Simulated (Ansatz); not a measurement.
Hg10Te10. The state is a singlet with charge 0. Geometry PBE-D4/def2-SVP, basis def2-TZVP, Ansatz.

Cartesian coordinates in Å:
```
Hg -3.1704 -2.5531 -0.9749
Hg -1.8377 -2.7078 2.8181
Hg -1.1801 0.2546 0.4842
Hg 0.0630 -2.7390 -1.9975
Hg -0.5836 0.2139 -3.3347
Hg -1.5160 3.5059 -1.8269
Hg 1.6552 -2.0680 4.0295
Hg 1.6962 1.4373 2.4319
Hg 2.4591 0.2740 -1.2274
Hg 1.8022 3.9964 -0.7659
Te -3.6714 -1.2729 1.3821
Te -2.2520 -3.4680 -3.3303
Te -2.8349 1.1258 -2.1447
Te 1.8561 -0.8353 -3.8141
Te -0.2178 -3.9694 4.5361
Te -0.5957 2.7090 1.6480
Te 3.5569 -0.2467 3.4906
Te 0.9664 -1.7212 0.4143
Te 0.0032 5.7218 -1.8514
Te 3.8012 2.3426 0.0330
```

| run | HOMO (eV) | LUMO (eV) |
| --- | --- | --- |
| A | -5.20 | -3.32 |
| B | -5.89 | -2.90 |
| C | -5.23 | -3.48 |
| D | -5.00 | -3.50 |

In the def2 sets Hg, Te take a core potential; there is no spin–orbit coupling. Single mean-field runs in def2-TZVP are fitted with def2-universal-jkfit. Another isomer (singlet) lies 0.12 eV lower at PBE0-D4/def2-TZVP; other spin states weren't run for this one.

Q: The runs used B97M-V, PBE, PBE0, r2SCAN. Estimate which is which.

A: A B97M-V (0 % exact exchange); B PBE0 (25 % exact exchange); C r2SCAN (0 % exact exchange); D PBE (0 % exact exchange). Exact exchange lowers occupied and raises empty levels; among semilocal functionals meta-GGAs tend to open the gap a little, and such runs are hard to tell apart. The gap grows from 1.50 eV (PBE) to 2.99 eV (PBE0).
